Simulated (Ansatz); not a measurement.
Reaction (redistribution): `Cl[SiH2][NH][GeH2][Cl]` + `C[SiH2][SiH2]O` → `O[SiH2][SiH2][SiH2]Cl` + `C[NH][GeH2][Cl]`

Isolated molecules relaxed with PBE0-D4/def2-TZVP in Ansatz; ΔE leaves out vibrations. CCSD(T)/CBS is the MP2 limit (def2-TZVPP, def2-QZVPP) plus CCSD(T) − MP2 in def2-TZVPP, frozen cores. Functionals use def2-TZVPP. For Ge outer-core shells are correlated without core-valence functions, which leaves a few kJ/mol of doubt a bond. Scalar relativity is left out up to krypton. One conformer a species, not always the lowest.

`Cl[SiH2][NH][GeH2][Cl]`:

Z-matrix (Å, degrees):
```
Si
N 1 1.707
Cl 1 2.063 2 112.7
H 1 1.478 2 107.8 3 -117.6
H 1 1.479 2 110.7 3 118.3
Ge 2 1.824 1 126.8 3 98.0
H 2 1.010 1 118.0 3 -80.4
Cl 6 2.160 2 109.4 1 100.5
H 6 1.530 2 110.1 1 -143.4
H 6 1.529 2 108.3 1 -16.1
```

`C[SiH2][SiH2]O`:

```xyz
12

C     1.881    0.292   -0.098
Si    0.166    0.955    0.281
Si   -1.522   -0.502   -0.451
O    -1.432   -1.981    0.294
H     2.023    0.185   -1.176
H     2.024   -0.689    0.360
H     2.653    0.963    0.283
H    -0.034    2.286   -0.363
H     0.014    1.152    1.754
H    -2.859    0.128   -0.231
H    -1.379   -0.794   -1.901
H    -1.534   -1.995    1.247
```

`O[SiH2][SiH2][SiH2]Cl`:

Z-matrix (Å, degrees):
```
Si
Si 1 2.349
O 1 1.652 2 113.0
H 1 1.492 2 107.9 3 123.7
H 1 1.483 2 110.1 3 -117.8
Si 2 2.338 1 110.3 3 -179.1
H 2 1.492 1 109.9 3 -60.1
H 2 1.489 1 111.2 3 59.9
H 3 0.958 1 117.8 2 57.6
Cl 6 2.064 2 110.1 1 178.5
H 6 1.485 2 111.3 1 -62.2
H 6 1.485 2 111.3 1 59.3
```

`C[NH][GeH2][Cl]`:

```xyz
10

C    -0.359    0.398   -1.315
N     0.317    0.712   -0.070
Ge    0.522   -0.572    1.194
Cl   -1.392   -1.316    1.923
H    -1.445    0.279   -1.215
H    -0.166    1.180   -2.055
H     0.040   -0.535   -1.722
H     0.034    1.607    0.304
H     1.207   -1.783    0.553
H     1.242    0.029    2.403
```

```json
{"level": "PBE-D4", "ΔE (eV)": "1.23"}
{"level": "B2PLYP", "ΔE (eV)": "1.47"}
{"level": "r2SCAN", "ΔE (eV)": "1.41"}
{"level": "PBE0", "ΔE (eV)": "1.31"}
{"level": "MP2/def2-TZVPP", "ΔE (eV)": "1.57"}
{"level": "CCSD/def2-TZVPP", "ΔE (eV)": "1.48"}
{"level": "MP2/def2-QZVPP", "ΔE (eV)": "1.58"}
{"level": "MP2/CBS(def2)", "ΔE (eV)": "1.58"}
```

Problem. What does CCSD(T)/CBS give? (An estimate is asked.)

Solution. The calculation gave: +1.47 eV. The listed levels differ from it by -0.24, 0.00, -0.06, -0.16, 0.10, 0.01, 0.11, 0.11 eV.

Largest T1 diagnostic among the species: 0.012.

From PBE to PBE0 (25 % exact exchange), in def2-TZVPP and without D4, ΔE moves by +0.09 eV.
